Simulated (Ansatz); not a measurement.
Born–Oppenheimer molecular dynamics of BrCl2GaH2O (7 atoms, charge 0, multiplicity 1). It starts at the highest image of a converged band, a first-order saddle point between two minima.

Computed with RHF/def2-SVP in Ansatz.

| Property | Result |
| --- | --- |
| ensemble | NVE (velocity Verlet) |
| time step | 0.5 fs |
| steps asked | 200 |
| starting velocities drawn for | 300 K |
| seed | 3874 |

First frame:

```xyz
7
Properties=species:S:1:pos:R:3
Ga 0.033 0.179 0.021
O -0.016 0.015 1.853
H -0.649 -0.507 2.325
Cl 1.816 -0.445 -0.974
Cl -1.870 0.105 -0.958
Br 0.451 2.670 1.038
H 0.189 1.441 1.946
```

How far do the bonds stretch over the last three quarters of this one trajectory? (Pairs bonded in most of those frames.)


```json
{"bond": "Ga1–Cl4", "mean (Å)": "2.149", "spread (Å)": "0.063", "shortest": "2.02", "longest": "2.23"}
{"bond": "Ga1–Cl5", "mean (Å)": "2.155", "spread (Å)": "0.061", "shortest": "2.04", "longest": "2.23"}
{"bond": "Ga1–Br6", "mean (Å)": "2.312", "spread (Å)": "0.178", "shortest": "2.11", "longest": "2.65"}
{"bond": "O2–H3", "mean (Å)": "0.952", "spread (Å)": "0.022", "shortest": "0.89", "longest": "1.02"}
{"bond": "O2–H7", "mean (Å)": "0.991", "spread (Å)": "0.108", "shortest": "0.81", "longest": "1.14"}
```

Mean temperature of the second half: 1521 K. The conserved energy stayed within 2.9 meV per atom of its start (net change 0.47 meV per atom), so there is no drift, though single steps change it by up to 21 meV in the whole system, a sign of fast motions only just resolved. The kinetic energy rose, since the run started high on the potential surface and went downhill. It ends in pieces (BrCl2Ga + H2O), so much of that is their flight and rotation, not heat. A run of 0.1 ps of so small a system gives no equilibrium averages. The orbitals stay closed-shell, which can raise the energy where a bond breaks towards radicals; this wasn't checked here.

Time of the run: 8.5 min on 2 threads of Arm Neoverse V2, with other jobs on the host, peak memory 0.34 GiB.
